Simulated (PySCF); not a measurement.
Task: Give a PBE0-D3(BJ)/def2-SVP geometry of [RuNCl4]-, `[N]#[Ru-]([Cl])([Cl])([Cl])[Cl]`. (Charge -1 and singlet state.)

Result: 
```
atom  x, y, z in Å
Ru1    0.010   -0.016    0.127
N2     0.005   -0.021    1.692
Cl3    2.268   -0.019   -0.459
Cl4    0.017    2.238   -0.470
Cl5   -2.243   -0.011   -0.477
Cl6    0.008   -2.267   -0.482
```

Any rigid rotation of these coordinates is as good. Atoms count from 1 in this order. All 4 Cl–Ru bonds measure 2.332 to 2.333 Å. Ru1 (ruthenium bonded to 4 Cl and N) is square pyramidal (τ5 = (β − α)/60° = 0.01 from the two widest angles, 150.4° and 150.0° (0 for a square pyramid, 1 for a trigonal bipyramid)).

Bonds between heavy atoms (Å): Ru1–N2 1.564, Ru1–Cl3 2.333, Ru1–Cl4 2.332, Ru1–Cl5 2.332, Ru1–Cl6 2.332.

Method: PBE0-D3(BJ)/def2-SVP geometry optimisation, gas phase, def2 core potentials past Kr in PySCF.

Point group: C4v (tolerance 0.08 Å). Whether it is a minimum is left open (no frequencies). The geometry's basis has no diffuse functions, a weakness for an anion.

On an Arm Neoverse V1 with one thread, no GPU (shared host), this took 49 s and 0.48 GiB of memory at its peak. These figures are those of the optimisation.
